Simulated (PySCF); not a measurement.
Delta-SCF ions had no search for a lower state. Excitations are Tamm–Dancoff values on a coarser integration grid. The basis has no diffuse functions, so Rydberg states are missing or too high.

# C₄H₄, SMILES `C#CC=C` (charge 0, multiplicity 1)

These are PySCF with CAM-B3LYP-D3(BJ)/def2-TZVP values and carry that method's errors.

- HOMO = -8.49 eV
- dipole moment = 0.44 D
- HOMO–LUMO gap = 8.68 eV
- LUMO = 0.19 eV
- S1 excitation (TDA) = 5.60 eV
- S1 oscillator strength = 0.000
- brightest of the four lowest singlets (TDA) = 8.10 eV
- T1 excitation (TDA) = 3.58 eV
- S1–T1 gap (TDA) = 2.03 eV
- vertical ionisation energy (Delta-SCF) = 9.47 eV
- total energy = -154.7043 Ha
- cost = roughly 2.5 core-minutes

```xyz
8

C      2.0692    -0.4127    -0.1285
C      0.9600     0.0058     0.0330
C     -0.3476     0.5307     0.2383
C     -1.4631    -0.1046    -0.0954
H      3.0515    -0.7907    -0.2749
H     -0.3995     1.5116     0.6977
H     -1.4402    -1.0834    -0.5547
H     -2.4303     0.3433     0.0845
```
Charge 0, spin multiplicity 1.
